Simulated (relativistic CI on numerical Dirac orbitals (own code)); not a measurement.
**The 5d ions of charge 1+**

Method of calculation: Dirac-Coulomb-Breit CI, KLI orbitals optimised for each configuration, a model potential for QED, unscaled Slater integrals (own radial code, finite nucleus).

Each species is treated in one configuration, given outside its closed core, with all valence electrons in the open shell. Radial values are for the open shell of highest l, unscaled and averaged over j; ζ includes the Breit term. Labels give the leading LS character, summed over repeated terms.

```csv
Ion,Configuration,Its lowest level,LS weight (%),F² (cm⁻¹),F⁴ (cm⁻¹),⟨r⟩ (bohr),⟨r²⟩ (bohr²),ζ (cm⁻¹)
Lu+,5d2,3F_2,99,37240,23730,2.627,8.43,517.6
Hf+,5d3,4F_3/2,98,41650,26720,2.377,6.848,891.1
Ta+,5d4,5D_0,94,45670,29460,2.186,5.761,1292
W+,5d5,?,?,?,?,?,?,?
Re+,5d6,5D_4,94,52830,34350,1.911,4.367,2192
Os+,5d7,4F_9/2,92,56090,36580,1.805,3.889,2696
Ir+,5d8,3F_4,98,59200,38710,1.715,3.501,3238
Pt+,5d9,2D_5/2,100,,,1.636,3.179,3821
```

Question: Fill in the row of W+.

Answer: Its lowest level 6S_5/2; LS weight (%) 97; F² (cm⁻¹) 49370; F⁴ (cm⁻¹) 31990; ⟨r⟩ (bohr) 2.035; ⟨r²⟩ (bohr²) 4.97; ζ (cm⁻¹) 1725.

NIST ASD lists another ground level for Lu+ (1S0), Hf+ (2D3/2), Ta+ (5F1), Re+ (7S3), Os+ (6D9/2), Ir+ (5F5).

At low charge ζ of a weakly bound d or f electron comes out too small.
